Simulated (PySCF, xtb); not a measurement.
B(H)(OH)(NMe2) (C₂H₈BNO), SMILES CN(C)BO.

Geometry optimised at TPSSh-D3(BJ)/def2-SVP. This is a generated structure with no PubChem entry under its InChIKey; it may be hypothetical. The values are those of a single conformer.

Computed with C-PCM-B3LYP/def2-SVP (PySCF 2.14.0).

The values are the electrostatic part of the solvation free energy, E(continuum) − E(gas) at the gas-phase geometry, in a cavity of scaled van der Waals radii (PySCF's table); cavitation and dispersion terms are not included. In vacuum the orbital gap is 7.51 eV. The dipole moment in vacuum is 2.80 D.

| solvent | ε | ΔG(elec) (kcal/mol) | dipole (D) | gap (eV) |
|---|---|---|---|---|
| water | 78.36 | -5.1 | 3.52 | 7.73 |
| tetrahydrofuran | 7.43 | -4.3 | 3.41 | 7.76 |
| chloroform | 4.71 | ___ | ___ | ___ |

Problem. Complete the blanks. (The exact figures need the calculation; the answer reports its results.)

Solution. 
- chloroform, ΔG(elec) (kcal/mol): -3.9
- chloroform, dipole (D): 3.35
- chloroform, gap (eV): 7.78

For comparison, GFN2-xTB/ALPB(water) (xtb, at the GFN2-xTB geometry, all terms of that model) gives -4.4 kcal/mol.
